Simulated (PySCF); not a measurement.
C4H7FO, SMILES CO[C@@H]1C[C@@H]1F. Coordinates come from a PBE0-D3(BJ)/def2-SVP optimisation. The structure was generated by enumeration; whether it is a known compound was not checked. One conformer was computed; it need not be the lowest.

The numbers are results of PBE0-D3(BJ)/def2-SVP run with PySCF 2.14.0, not measurements.

Harmonic wavenumbers (cm⁻¹): 106, 169, 205, 299, 380, 498, 649, 773, 818, 898, 999, 1077, 1081, 1117, 1126, 1172, 1184, 1201, 1243, 1296, 1380, 1387, 1459, 1465, 1483, 1524, 3001, 3073, 3099, 3153, 3166, 3181, 3260. Rotational constants (GHz): 7.224, 2.531, 2.168; symmetry number 1.

**Question.** Work out the zero-point energy and the ideal-gas rigid-rotor harmonic-oscillator thermochemistry at 298.15 K and 1 atm.

**Answer.** ZPE = ½ Σ hcν = ½ × 46921 cm⁻¹ = 280.65 kJ/mol. H − E(el) = 299.67 kJ/mol. Entropy in J/(mol K): translation 164.88, rotation 110.86, vibration 52.57, total 328.32. G − E(el) = 201.78 kJ/mol. Cp = 99.64 J/(mol K). Modes under 150 cm⁻¹ make the vibrational entropy uncertain.
